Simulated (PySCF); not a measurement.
Dipole moment and polarisability of `CCS(=O)(=O)CC`

C4H10O2S.
Geometry (GFN2-xTB, Å), atoms numbered from 1 in this order:
```xyz
17
C4H10O2S angstrom
C      2.699    0.081    0.221
C      1.411   -0.645   -0.097
S      0.028    0.447    0.396
O      0.077    0.628    1.822
O      0.065    1.627   -0.424
C     -1.484   -0.497   -0.015
C     -2.672    0.356    0.372
H      2.734    0.304    1.285
H      2.728    1.021   -0.326
H      3.567   -0.517   -0.049
H      1.302   -1.563    0.473
H      1.294   -0.835   -1.160
H     -1.449   -0.694   -1.083
H     -1.437   -1.423    0.550
H     -2.627    0.579    1.435
H     -2.635    1.295   -0.176
H     -3.610   -0.150    0.151
```

Level: CAM-B3LYP/def2-SVPD (PySCF), static field, nuclei fixed, core orbitals frozen in the response. The polarisability tensor in these axes (au):

```
x   91.43 -1.11 -0.62
y   -1.11 69.17  1.06
z   -0.62  1.06 67.29
```

**Question.** What are the eigenvalues, a third of the trace, and Δα (Δα² = ½Σ(αi − αj)² over the three pairs)?

**Answer.** Principal values 66.81, 69.57 and 91.50 au; mean 75.96 au = 11.26 Å³ = 12.52 × 10⁻⁴⁰ C²·m²/J; Δα = 23.43 au (31 % of the mean).

**Question.** What is the dipole moment, and where does it point?

**Answer.** (-0.26, -4.13, -1.84) D, 4.53 D in size, pointing from the negative to the positive side. Measured along this direction, the outermost atoms are O5 and O4 at the negative end and H14, H11, H12 and H13 at the positive end.

**Question.** Refractivity n − 1 of an ideal gas of it at 298.15 K and 1 atm, from the electronic α?

**Answer.** N = p/kT = 2.4615 × 10¹⁹ cm⁻³, so n − 1 = 2π × N × 11.26 × 10⁻²⁴ cm³ = 1741 × 10⁻⁶ at long wavelengths.

**Question.** Find the Langevin capture rate constant for H3O+ (19.018 u) meeting this molecule (122.040 u), k = 2.342 × 10⁻⁹ cm³/s × √(α in Å³ / reduced mass in u).

**Answer.** The reduced mass is 16.45 u, so k = 1.94 × 10⁻⁹ cm³/s. The formula leaves out the permanent dipole, which adds to the capture rate.

**Question.** Estimate the molar refractivity from the static electronic polarisability.

**Answer.** Lorentz–Lorenz: R = (4π/3)N_A α = 2.5225 cm³/(mol·Å³) × 11.26 Å³ = 28.4 cm³/mol, in the limit of long wavelengths.

**Question.** In a dilute gas of rigid molecules at 500 K, how does the orientational term μ²/3kT compare with the electronic polarisability?

**Answer.** In Gaussian units μ²/3kT = 98.97 Å³ against 11.26 Å³, a ratio of 8.79; the Debye molar polarisation (4π/3)N_A(α + μ²/3kT) is 278.1 cm³/mol, leaving out the vibrational part.

**Question.** Traceless (Buckingham) quadrupole moment about the centre of nuclear charge: eigenvalues?

**Answer.** -8.85, -2.42, 11.27 D·Å. The values depend on the origin, since the dipole doesn't vanish. The electronic extent ⟨r²⟩ about the same centre is 976 bohr², a root-mean-square distance of 2.03 Å for the 66 electrons.

One conformer (not necessarily the lowest) at the GFN2-xTB geometry, without solvent, vibrations or thermal averaging.
